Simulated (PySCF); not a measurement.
Job for PySCF: R-B3LYP/6-31G* on F2GaHSe (SMILES [F][Ga]([F])[SeH]), a point of a torsion scan.

```python
from pyscf import gto, scf, dft, mp
from pyscf.data.elements import chemcore

mol = gto.M(
    atom='''
    F    -1.53440131    1.53785425    0.01534616
    Ga   -0.60022788    0.05036488    0.13498370
    F    -1.56264232   -1.34828188   -0.32985788
    Se    1.60920382   -0.05254499    0.83089489
    H     2.07403730    0.11273343   -0.53728915
    ''',
    basis='6-31g*',
    cart=True,
    charge=0, spin=0, verbose=3, max_memory=1800)
mf = dft.RKS(mol, xc='b3lyp')
mf.conv_tol = 1e-8
mf.max_cycle = 100
mf.kernel()
if not mf.converged:
    mf = mf.newton().run(mf.mo_coeff, mf.mo_occ)
```

It printed:

```
converged SCF energy = -4526.31623000464
```

The run converged.

Cost: roughly 20 core-seconds.
